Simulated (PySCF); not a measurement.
**How methods differ on the ionisation energy of C²⁺**

C²⁺ [He] 2s2 (1S) → C³⁺ [He] 2s1 (2S), as a difference of total energies. Computed with PySCF 2.14 in dyall-av3z (15s9p3d2f, 71 functions), with no relativity, point nucleus. Correlated levels: valence: 1s2 frozen; virtual orbitals above 40 to 60 times the deepest correlated orbital energy dropped. The calculations carry no spin-orbit coupling.

```json
{"method": "UHF", "ionisation energy (eV)": "45.778", "error (eV)": "-2.110"}
{"method": "MP2 (valence)", "ionisation energy (eV)": "47.008", "error (eV)": "-0.880"}
{"method": "SCS-MP2 (valence)", "ionisation energy (eV)": "47.254", "error (eV)": "-0.634"}
{"method": "CCSD (valence)", "ionisation energy (eV)": "47.811", "error (eV)": "-0.077"}
```

Reference: 47.888 eV (measured; NIST Atomic Spectra Database, ionization energies).

Errors of the correlated levels include the incompleteness of this basis and the frozen core.

With two correlated electrons CCSD is exact in that space.

The coupled-cluster amplitudes are large for C²⁺ (T1 above 0.03 or a double amplitude above 0.15), so a single reference is strained.
